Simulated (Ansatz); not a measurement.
`ClB(Cl)[SeH]`, relaxed with RKS PBE-D4/def2-SVP in Ansatz 0.2.0 from a rough embedded geometry. The force threshold is 0.03 eV/Å; the program also tests the step.

Total charge 0; spin multiplicity 1.

Start:

```xyz
5

Cl    1.837   -0.176   -1.084
B     0.114   -0.304   -0.420
Cl   -1.278   -0.358   -1.599
Se   -0.291   -0.320    1.502
H    -0.382    1.158    1.602
```

| step | energy (eV) | largest force (eV/Å) | largest move (Å) |
| --- | --- | --- | --- |
| 1 | -91052.4830 | 1.816 | 0.000 |
| 2 | -91052.5608 | 1.254 | 0.131 |
| 3 | -91052.6122 | 0.987 | 0.068 |
| 4 | -91052.6681 | 0.552 | 0.086 |
| 5 | -91052.7382 | 0.754 | 0.196 |
| 6 | -91052.8989 | 0.677 | 0.200 |
| 7 | -91053.0070 | 1.031 | 0.196 |
| 8 | -91053.1521 | 0.482 | 0.200 |
| 9 | -91053.1743 | 0.441 | 0.092 |
| 10 (rejected) | -91053.1280 | 1.000 | 0.115 |
| 11 | -91053.1891 | 0.101 | 0.058 |
| 12 | -91053.1902 | 0.018 | 0.014 |

End:

```xyz
5

Cl    1.581    0.259   -0.917
B    -0.072   -0.176   -0.493
Cl   -1.124   -0.908   -1.701
Se   -0.815    0.117    1.278
H     0.430    0.707    1.833
```

Run time 16 s (2 threads of a server CPU on a shared host); peak host memory 0.13 GiB.
